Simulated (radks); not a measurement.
Results of a calculation; reference values are marked as such.
The nuclear charge of neutral gadolinium is varied continuously with 64 electrons held in [Xe] 4f7 5d1 6s2. Code: a radial shooting solver on a logarithmic mesh with Libxc functionals. Model: Dirac Kohn-Sham, BLYP, spin-unpolarised, spherical densities, point nucleus; open shells are shared between the two j in proportion to 2j + 1. By the Hellmann-Feynman theorem dE/dZ = E(electron-nucleus)/Z, the electronic potential at the nucleus.

Z     E (hartree)  E(electron-nucleus)/Z (hartree)   HOMO  e(HOMO) (eV)  <r> HOMO (bohr)
63.8  -11194.5193                         -431.010  5d5/2        -0.926            3.167
63.9  -11237.6706                         -432.016  5d5/2        -1.579            3.021
64    -11280.9224                         -433.021  5d5/2        -2.275            2.902
64.1  -11324.2748                         -434.026  5d5/2        -3.009            2.803
64.2  -11367.7276                         -435.031  5d5/2        -3.779            2.718
64.3  -11411.2809                         -436.035  5d5/2        -4.580            2.643
64.4  -11454.9346                         -437.039  5d5/2        -5.412            2.576
64.5  -11498.6887                         -438.043  5d5/2        -6.273            2.516
64.6  -11542.5433                         -439.048  5d5/2        -7.161            2.461
64.7  -11586.4983                         -440.052  5d5/2        -8.075            2.411
64.8  -11630.5537                         -441.057  5d5/2        -9.015            2.365
64.9  -11674.7096                         -442.062  5d5/2        -9.978            2.323
65    -11718.9660                         -443.067  6s1/2       -10.763            3.385

The central difference of E at Z = 64 is -433.021 hartree, to compare with the third column; the second derivative is -10.1 hartree.
